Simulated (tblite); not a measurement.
Species: C₅H₁₀NO (charge +1).
Numbering: `[CH3:1][C:2]#[N+:3][CH2:4][CH2:5][O:6][CH3:7]` (hydrogens: H8, H9, H10 on C1; H11, H12 on C4; H13, H14 on C5; H15, H16, H17 on C7)

The geometry is computed with GFN2-xTB (gas phase).

Question: List the bond lengths, angles and torsions at this level.

Answer: 
```json
{"bond": "C1–C2", "length (Å)": "1.401"}
{"bond": "C2≡N3", "length (Å)": "1.150"}
{"bond": "N3–C4", "length (Å)": "1.384"}
{"bond": "C4–C5", "length (Å)": "1.538"}
{"bond": "C5–O6", "length (Å)": "1.403"}
{"bond": "O6–C7", "length (Å)": "1.416"}
{"bond": "C1–H8, C1–H9, C1–H10", "length (Å)": "1.093"}
{"bond": "C4–H11, C4–H12", "length (Å)": "1.094"}
{"bond": "C5–H13, C5–H14", "length (Å)": "1.100"}
{"bond": "C7–H15, C7–H16, C7–H17", "length (Å)": "1.092"}
```

Bonds in one row agree within 0.01 Å and their mean is given. A selection of angles:
```json
{"angle": "C2–C1–H8", "degrees": "110.4"}
{"angle": "H8–C1–H9", "degrees": "109.0"}
{"angle": "C1–C2–N3", "degrees": "177.9"}
{"angle": "C2–N3–C4", "degrees": "171.6"}
{"angle": "N3–C4–C5", "degrees": "109.6"}
{"angle": "N3–C4–H11", "degrees": "107.5"}
{"angle": "N3–C4–H12", "degrees": "109.0"}
{"angle": "C5–C4–H11", "degrees": "109.6"}
{"angle": "C5–C4–H12", "degrees": "111.1"}
{"angle": "H11–C4–H12", "degrees": "109.9"}
{"angle": "C4–C5–O6", "degrees": "107.2"}
{"angle": "C4–C5–H13", "degrees": "108.3"}
{"angle": "C4–C5–H14", "degrees": "110.5"}
{"angle": "O6–C5–H13", "degrees": "111.5"}
{"angle": "H13–C5–H14", "degrees": "108.5"}
{"angle": "C5–O6–C7", "degrees": "113.4"}
{"angle": "O6–C7–H15", "degrees": "106.2"}
{"angle": "O6–C7–H16", "degrees": "111.0"}
{"angle": "H15–C7–H16", "degrees": "109.7"}
```

Dihedral angles: N3–C4–C5–O6 -56° (synclinal); C4–C5–O6–C7 -171° (antiperiplanar). The mirror-image conformer, all signs reversed, is as good.

The 2 C–C bonds span 1.401 Å (C1–C2, drawn single) to 1.538 Å (C4–C5, drawn single), a spread of 0.137 Å. The C–N distances run from 1.150 Å (C2≡N3, drawn triple) to 1.384 Å (N3–C4, drawn single), a spread of 0.234 Å. Of the pairs four or more bonds apart, H13···H17 is among the closest relative to their van der Waals radii: 2.42 Å, 101 % of the sum of Bondi's values. O6 (ether oxygen) is bent (angle 113.4°).

Point group: C1 (no symmetry element, even within 0.4 Å). GFN2-xTB frequencies show an imaginary mode (31i cm⁻¹), so the point is no minimum at that level.
